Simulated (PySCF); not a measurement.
**Vertical excitation energies**

Compound: benzotrifluoride, C₇H₅F₃.
SMILES: `FC(F)(F)C1=CC=CC=C1`

Computed with TDDFT CAM-B3LYP/def2-SVPD, vertical, gas phase, core orbitals frozen in the response (PySCF 2.14.0, density-fitted response routines). Geometry: GFN2-xTB; no solvent, vibrations or thermal averaging. Torsions of this conformer, `[F:1][C:2]([F:3])([F:4])[c:5]1[cH:6][cH:7][cH:8][cH:9][cH:10]1`: F1–C2–C5–C6 89°.

List the vertical singlet excitations with oscillator strengths and describe the spectrum.

| state | E (eV) | λ (nm) | ν̃ (cm⁻¹) | f | \|μ\| (D) | symmetry | main configurations (H = HOMO, L = LUMO) |
| --- | --- | --- | --- | --- | --- | --- | --- |
| S1 | 5.51 | 224.8 | 44480 | 0.0052 | 0.50 | A″ | H→L (59%), H-1→L+1 (40%) |
| S2 | 6.22 | 199.2 | 50200 | 0.016 | 0.82 | A′ | H-1→L (61%), H→L+1 (38%) |
| S3 | 7.18 | 172.6 | 57930 | 0.522 | 4.38 | A″ | H-1→L+1 (57%), H→L (39%) |
| S4 | 7.19 | 172.5 | 57980 | 0.721 | 5.14 | A′ | H→L+1 (60%), H-1→L (37%) |
| S5 | 7.59 | 163.4 | 61210 | 0.0017 | 0.24 | – | H→L+2 (94%) |
| S6 | 7.69 | 161.2 | 62030 | 0.0085 | 0.54 | A′ | H-1→L+2 (93%) |
| S7 | 7.86 | 157.7 | 63430 | 0.0000 | 0.03 | – | H-2→L (96%) |
| S8 | 8.01 | 154.8 | 64600 | 0.0064 | 0.46 | A′ | H-3→L (96%) |

Triplets (Tamm–Dancoff): T1 4.14 eV, H-1→L (58%), H→L+1 (38%); T2 4.79 eV, H→L (86%), H-1→L+1 (13%); T3 4.87 eV, H→L+1 (59%), H-1→L (40%).

The lowest singlet lies at 5.51 eV (225 nm, ultraviolet) and is weak; its leading configuration is HOMO→LUMO (59%). The strongest level in the table is S4 at 7.19 eV (172 nm, f = 0.721). S3/S4 lie within about 0.01 eV of each other. Löwdin shares by element: HOMO carbon 81% or more (atoms not listed hold the other 19%); LUMO carbon 63% or more (atoms not listed hold the other 37%). The listed states span 2.49 eV, and the widest gap between neighbours is 0.96 eV (S2 to S3). The oscillator strengths of these states sum to 1.281; summed over the whole spectrum of an exact calculation they would give the number of electrons, 74 (Thomas–Reiche–Kuhn). Orbital energies (eV): HOMO-3 -11.86, HOMO-2 -11.85, HOMO-1 -9.24, HOMO -9.17, LUMO 0.01, LUMO+1 0.32, LUMO+2 1.27. Symmetry labels in Cs follow from the direction of the transition dipole and are given only for states with f of 0.002 or more. Singlets were solved by full linear response, triplets in the Tamm–Dancoff approximation.
